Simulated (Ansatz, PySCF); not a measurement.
Molecule: SF$_{3}$, net charge 0, doublet state. It need not be the lowest isomer of its formula. SMILES: [S](F)(F)F
Coordinates optimised at B3LYP-D3(BJ)/def2-TZVP (Ansatz, a first-principles code):
```xyz
4

F      1.5987    -0.5623    -0.0115
S      0.1621     0.2878     0.1532
F     -1.2777     1.1083    -0.1069
F     -0.6091    -1.0576    -0.1540
```
Charge 0, spin multiplicity 2.

Property: vertical electron affinity (to the singlet state of charge -1; a negative value means that the extra electron is unbound and the number depends on the basis; each state is the SCF solution reached for its spin), in eV. Correlated levels leave the core frozen unless marked. UHF or UKS for open shells. Spin-orbit coupling is left out. Non-relativistic. Anions need diffuse functions: aug- sets have them; def2-D sets add few. CBS marks a two-point X^-3 extrapolation of the correlation energy; Hartree-Fock from the larger set. The bracket is a focal-point correction in the basis named.

RI-MP2/CBS(aug-cc-pV(T+d)Z,aug-cc-pV(Q+d)Z)+[CCSD(T)-MP2]/aug-cc-pV(D+d)Z (Ansatz) gives 2.50 eV.

Problem. Another calculation gave 2.00 eV. Which level was it?
(A) r2SCAN/def2-TZVPD (Ansatz)
(B) M06-2X/def2-TZVPD (PySCF)
(C) wB97X/def2-TZVPD (Ansatz)
(D) PBE0/def2-TZVPD (Ansatz)

Solution. A, r2SCAN/def2-TZVPD (Ansatz). The others give 2.32 (wB97X), 2.20 (PBE0), 2.50 (M06-2X) eV.
